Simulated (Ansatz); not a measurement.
H4BGeN, SMILES `[BH2][Ge][NH2]` (excited triplet) (charge 0, multiplicity 3). This triplet is an excited state, 0.82 eV above the relaxed singlet at the level frozen-core CCSD(T)/cc-pVTZ // PBE0-D3(BJ)/def2-TZVP (Ansatz, an electronic-structure program).

Cartesian coordinates (Å):
```xyz
7

B      1.6333    -0.2585    -0.0267
Ge    -0.2204    -0.9749     0.1255
N     -1.5994     0.1933     0.0308
H      2.5618    -0.9979     0.0303
H      1.6549     0.9300    -0.1712
H     -2.5651    -0.0770     0.1001
H     -1.4650     1.1849    -0.0888
```
Charge 0, spin multiplicity 3.

Question: Give the natural occupations of the active orbitals, the CASSCF energy and the corrected energy for frozen-core fic-MRCISD+Q@CASSCF(6e,6o)/cc-pVTZ // PBE0-D3(BJ)/def2-TZVP (Ansatz).

Answer: 
```
Item                                                 Result
-----------------------  ----------------------------------
natural occupations      1.98, 1.98, 1.00, 1.00, 0.02, 0.02
CASSCF energy                                 -2156.8810 Ha
corrected energy                              -2157.3549 Ha
weight of the reference                               0.883
```
